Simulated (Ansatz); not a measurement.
This geometry of FH$_{4}$SbSi (7 atoms, charge 0, multiplicity 1) is a first-order saddle point.

Computed with RKS PBE0-D4/def2-SVP (Ansatz 0.2.0).

```xyz
7
Properties=species:S:1:pos:R:3
F -1.238 -1.587 1.447
Sb -1.448 -0.861 -0.354
Si 0.508 0.842 -0.067
H -0.370 -1.993 -1.081
H 1.720 0.442 -0.845
H 0.826 0.899 1.390
H 0.063 2.190 -0.535
```

Q: Which two structures does it join? (They come from a converged band through this point; their orientation in space is the band's.)

A: No bond is made or broken. The dihedral F1–Sb2–Si3–H5 goes from 47 to 168°. The two ends are copies of one structure, up to a mirror image or an exchange of like atoms.

Initial state:

```xyz
7
Properties=species:S:1:pos:R:3
F -0.557 -2.107 1.137
Sb -1.493 -0.856 -0.036
Si 0.463 0.845 0.071
H -0.836 -1.493 -1.498
H 1.764 0.151 -0.152
H 0.464 1.500 1.412
H 0.256 1.891 -0.980
```

Final state:

```xyz
7
Properties=species:S:1:pos:R:3
F -1.924 -0.894 1.217
Sb -1.233 -1.047 -0.604
Si 0.566 0.769 -0.162
H -0.072 -2.267 -0.230
H 1.552 0.766 -1.289
H 1.268 0.498 1.126
H -0.095 2.107 -0.103
```

Q: How far does it lie above each of them?

A: 0.049 eV above the first and 0.049 eV above the second. This is the barrier of this one path; another mechanism may lie lower.

Time of the run: 2 min on 1 thread of AMD EPYC 7R43 64-Core Processor (Zen 3), on a shared host, peak memory 0.17 GiB.
